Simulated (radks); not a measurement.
Problem. These are the eigenvalues of the occupied orbitals of an atom or ion with whole-number occupations (eV). All-electron calculation, non-relativistic Kohn-Sham, r2SCAN, spin-polarised, spherical densities, point nucleus; meta-GGA in the generalised Kohn-Sham scheme. Program: a radial shooting solver on a logarithmic mesh with Libxc functionals.

orbital  eigenvalue
1s up     -669.3317
1s down   -668.3616
2s up      -32.4875
2s down    -30.2976
2p up      -12.5802
2p down    -10.3672

Which element is it, and in what charge state? The configuration may be excited. Open shells, if any, are filled with parallel spins first.

Solution. Z = 9, fluorine, charge 0: F in [He] 2s2 2p5. The list shows which subshells hold electrons but not how many an open one holds; the 1s level, -24.597 hartree, gives Z - s = 7.0 by -(Z - s)^2/2, which with screening narrows Z to a few neighbours, and the depths of the outer levels then fix element, charge and occupations together.
